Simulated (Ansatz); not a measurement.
ClFGeH₄Si (`F[SiH](Cl)[GeH3]`). Charge 0, multiplicity 1. Correlated methods include outer-core shells of Ge, which these sets cover unevenly. Scalar relativity is left out up to krypton.

Z-matrix (Å, degrees):
```
Si
Cl 1 2.047
Ge 1 2.376 2 109.5
F 1 1.596 2 107.9 3 119.2
H 1 1.481 2 107.4 3 -125.5
H 3 1.536 1 110.2 2 178.2
H 3 1.536 1 108.9 2 -62.2
H 3 1.534 1 109.6 2 57.5
```

(1) Give the diagnostics of a CCSD(T)/def2-TZVPP run (frozen core, Ansatz 0.2.0). (Estimate.)

Answers

(1) Ansatz gave: T1 = 0.0116, largest single amplitude 0.016, largest double 0.021, (T) share of the correlation energy 3.4 %, 8 CCSD cycles. The RHF solution is stable towards an unrestricted one. T1 lies under the customary mark of 0.02 for closed shells.
